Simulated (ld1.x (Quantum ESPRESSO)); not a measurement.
**Configuration tests for oxygen (ultrasoft)**

```
Element                 : O
Generator               : ld1.x (Quantum ESPRESSO) 7.5
Type                    : ultrasoft
Functional              : PBE
Relativity              : scalar-relativistic
Frozen core             : [He]
Valence charge          : 6
Reference configuration : 2s2 2p3.5 (charge +0.5)
Partial waves           : 2s (bound): rcut 0.65, rcutus 0.80 bohr; 2s channel at -0.85 Ry: rcut 0.65, rcutus 0.80 bohr; 2p (bound): rcut 1.45, rcutus 2.00 bohr; 2p channel at 3.4 Ry: rcut 1.45, rcutus 2.00 bohr; 3d channel at 0.4 Ry: rcut 1.60, rcutus 1.90 bohr
Local potential         : all-electron potential smoothed inside 1.35 bohr (lloc = -1)
Core correction         : Bessel-smoothed model core inside 0.80 bohr
Augmentation charge     : PSQ, radius 0.65 bohr
```

Energies are relative to the spin-unpolarised reference configuration 2s2 2p3.5; without spin polarisation the order of configurations can differ from experiment.

| valence configuration | charge | ΔE all-electron (eV) | error AE − PS (meV) |
| --- | --- | --- | --- |
| 2s2 2p4 | 0 | -6.286 | +2.2 |
| 2s2 2p2 | +2 | 43.731 | +12 |
| 2s1 2p4 | +1 | 25.374 | +12 |
| 2s2 2p4.3 | -0.3 | -8.408 | +5.1 |
| 2s2 2p0 | +4 | 174.505 | +321 |
| 2s2 2p1 | +3 | 97.600 | +55 |

Task: What are ΔE and the potential's error for 2s2 2p3?

Result: ΔE = 10.145 eV all-electron; the error (AE − PS) is +1.3 meV.

Levels in the configuration 2s2 2p4.3:

```csv
level,all-electron (eV),pseudo (eV)
2s,-19.981,-19.987
2p,-5.190,-5.201
```
